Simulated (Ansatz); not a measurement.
Relaxation of ClF₃GeHO (7 atoms, charge 0, multiplicity 2), to a largest force component of 0.03 eV/Å in at most 50 steps.

The calculation used UKS B3LYP/def2-SVP in Ansatz.

```xyz
7
Properties=species:S:1:pos:R:3:forces:R:3
Ge 0.018 0.028 -0.069 0.01 0.01 1.10
Cl 0.061 0.100 2.113 -0.01 -0.02 -1.25
F 1.597 -0.005 -0.733 0.00 0.01 0.00
F -0.797 1.382 -0.732 0.01 0.01 0.00
F -0.797 -1.377 -0.619 0.00 0.00 -0.01
O -0.042 -0.048 4.903 0.02 0.04 0.15
H -0.551 -0.882 4.986 -0.03 -0.05 0.01
```

Q: Where does it end, and by what steps?

A: It converged. After 5 steps the energy has fallen by 0.059 eV; H7 moved furthest, 0.22 Å.

```json
{"step": "0", "energy less start (eV)": "0.0000", "largest force component (eV/Å)": "1.254", "accepted": "yes"}
{"step": "1", "energy less start (eV)": "-0.0550", "largest force component (eV/Å)": "0.187", "accepted": "yes"}
{"step": "2", "energy less start (eV)": "-0.0177", "largest force component (eV/Å)": "1.422", "accepted": "no"}
{"step": "3", "energy less start (eV)": "-0.0567", "largest force component (eV/Å)": "0.326", "accepted": "yes"}
{"step": "4", "energy less start (eV)": "-0.0585", "largest force component (eV/Å)": "0.067", "accepted": "yes"}
{"step": "5", "energy less start (eV)": "-0.0587", "largest force component (eV/Å)": "0.023", "accepted": "yes"}
```

```xyz
7
Properties=species:S:1:pos:R:3
Ge 0.022 0.036 -0.118
Cl 0.069 0.117 1.991
F 1.599 0.004 -0.790
F -0.790 1.388 -0.790
F -0.792 -1.369 -0.671
O -0.057 -0.078 5.022
H -0.564 -0.899 5.206
```

Whether the end is a true minimum wasn't checked by a vibrational analysis.

Run time: 74 s on 4 threads of Intel(R) Xeon(R) Platinum 8259CL CPU @ 2.50GHz (Skylake/Cascade Lake), on a shared host, peak memory 0.52 GiB.
